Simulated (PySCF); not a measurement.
Precursor series Cd Cl-NH2. Isolated molecules, 0 K electronic values unless said otherwise. One relaxed conformer stands for each flexible species; it need not be the lowest.

The numbers are results of PBE-D3(BJ)/def2-TZVP // BP86-D3(BJ)/def2-SVP run with PySCF 2.14.0, not measurements. 

| species | HOMO (eV) | charge on the central atom (Mulliken) (e) |
|---|---|---|
| 0 of 2 Cl replaced by NH2 | -7.52 | 0.74 |
| 1 of 2 Cl replaced by NH2 | -6.22 | ? |
| 2 of 2 Cl replaced by NH2 ([Cd(NH2)2]) | -5.42 | 0.66 |

Problem. Some entries are withheld; supply them.

Solution. 
- 1 of 2 Cl replaced by NH2, charge on the central atom (Mulliken) (e): 0.68
